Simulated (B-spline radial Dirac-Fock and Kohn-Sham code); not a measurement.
X-ray scattering factor of Au⁷²⁺

System: the Au⁷²⁺ ion, configuration [He] 2s2 2p3.

The run's input, task.json:

```json
{"items": [{
  "Z": 79,
  "q": 72,
  "cfg": [[1, 0, 2], [2, 0, 2], [2, 1, 3]],
  "A": 197,
  "rrms": 5.4371,
  "do": ["scatter"],
  "s": [0.0, 0.08, 0.1, 0.12, 0.15, 0.19, 0.24, 0.29, 0.37, 0.46, 0.57, 0.71, 0.88, 1.1, 1.37, 1.71, 2.13, 2.65, 3.3, 4.11, 5.13, 6.39, 7.97],
  "pz": [0, 0.1, 0.2, 0.3, 0.4, 0.5, 0.6, 0.8, 1.0, 1.2, 1.4, 1.6, 1.8, 2.0, 2.5, 3.0, 4.0, 5.0, 7.0, 10.0, 15.0, 20.0, 30.0, 40.0, 60.0, 100.0],
  "hv_scatter": [2000, 5000, 8047.8, 17479.3, 20000, 50000, 500000, 1000000]
}]}
```

Run with: `python xray_run.py task.json out`

The computed values come from a radial finite-basis atomic code: relativistic Hartree-Fock (Dirac-Fock) wave functions, averaged over the configuration. f₀ is the Fourier transform of the spherical electron density, S the Waller-Hartree incoherent function, and s = sin θ/λ. The electron scattering factor follows from the Mott-Bethe formula f_e = 0.023934 Å⁻¹·(Z − f₀)/s².

| s (Å⁻¹) | f₀ | S | f_e (Å) |
| --- | --- | --- | --- |
| 0 | 7.000 | 0.000 | – |
| 0.08 | 6.999 | 0.002 | 269.262 |
| 0.1 | 6.998 | 0.003 | 172.329 |
| 0.12 | 6.997 | 0.004 | 119.675 |
| 0.15 | 6.996 | 0.006 | 76.593 |
| 0.19 | 6.993 | 0.009 | 47.740 |
| 0.24 | 6.989 | 0.015 | 29.922 |
| 0.29 | 6.984 | 0.022 | 20.495 |
| 0.37 | 6.974 | 0.035 | 12.592 |
| 0.46 | 6.960 | 0.054 | 8.148 |
| 0.57 | 6.939 | 0.083 | 5.308 |
| 0.71 | 6.905 | 0.129 | 3.423 |
| 0.88 | 6.855 | 0.196 | 2.230 |
| 1.1 | 6.776 | 0.303 | 1.429 |
| 1.37 | 6.657 | 0.461 | 0.923 |
| 1.71 | 6.476 | 0.698 | 0.594 |
| 2.13 | 6.211 | 1.037 | 0.384 |
| 2.65 | 5.835 | 1.503 | 0.249 |
| 3.3 | 5.316 | 2.117 | 0.162 |
| 4.11 | 4.645 | 2.859 | 0.105 |
| 5.13 | 3.844 | 3.668 | 0.068 |
| 6.39 | 3.017 | 4.416 | 0.045 |
| 7.97 | 2.282 | 5.021 | 0.029 |

f₀ starts at the number of electrons, 7, and has fallen to half at s ≈ 5.65 Å⁻¹. The sum of ⟨r²⟩ over the electrons is 0.02577 bohr². For an ion f_e diverges as s goes to zero, because of the net charge.
